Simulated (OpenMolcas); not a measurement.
Ne2+: the spin-orbit constant, Slater's ratio, worked from levels

| Property | Result |
| --- | --- |
| Program | OpenMolcas |
| Basis | ANO-RCC-VDZP [3s2p1d] |
| Scalar Hamiltonian | DKH2, point nucleus |
| Active space | 6 electrons in 4 orbitals (2s 2p) |
| State averaging | 2S+1 = 3 even, 3 roots; 2S+1 = 1 even, 6 roots; 2S+1 = 3 odd, 3 roots; 2S+1 = 1 odd, 3 roots |
| Spin-orbit coupling | state interaction with AMFI integrals over the reference wave functions, term energies averaged over their components |

Methods: CASSCF; SS-CASPT2, IPEA 0.25 Eh, imaginary shift 0.1 Eh (closed shells correlated: 1s). Measured levels: Moore, Atomic Energy Levels, vol. I, NSRDS-NBS 35 (1971 reprint of NBS Circular 467, 1949).

**The spin-orbit constant.** For the Hund term ³P of p4, E(J) = (A/2) J(J+1) + constant and ζ = -2S·A = -2A. From J = 0 to J = 2 the energy changes by 3 A.

```
   Source  E(2) - E(0)       A    ζ
   CASSCF       -923.0  -307.7  615
SS-CASPT2       -924.1  -308.0  616
 measured       -927.0  -309.0  618
```

All in cm-1. SS-CASPT2 is off by -0.3 % and CASSCF by -0.4 %. Both methods take the spin-orbit matrix elements from the reference wave functions, so the second can move ζ only through the term energies and any multistate remixing. Second-order mixing with other terms is absorbed into this ζ.

**Slater's ratio.** With one set of orbitals, p4 has ¹D - ³P = 6 F2 and ¹S - ¹D = 9 F2 (F2 = F²/25), a ratio of 3/2. Term energies are centres of gravity, weighted by 2J + 1.

```
   Source  ¹D - ³P  ¹S - ³P  F2 from the first  Ratio
   CASSCF    27268    52158               4545  0.913
SS-CASPT2    26647    55760               4441  1.093
 measured    25521    55427               4254  1.172
```

Energies in cm-1. A ratio away from 3/2 shows effects beyond one configuration with one set of orbitals, and in heavier atoms second-order spin-orbit shifts. In CASSCF the valence s occupation is 1.93 in ¹S against 2.00 in ¹D: mixing out of s² acts most on ¹S and pulls it down.

Measured partners are found by configuration, term and J. A level has none where our copy of the source lacks it or the pairing is in doubt (some pairs that miss far off the trend of their configuration count as doubtful), and it then counts in no deviation. Levels of configurations outside the active space are missing.
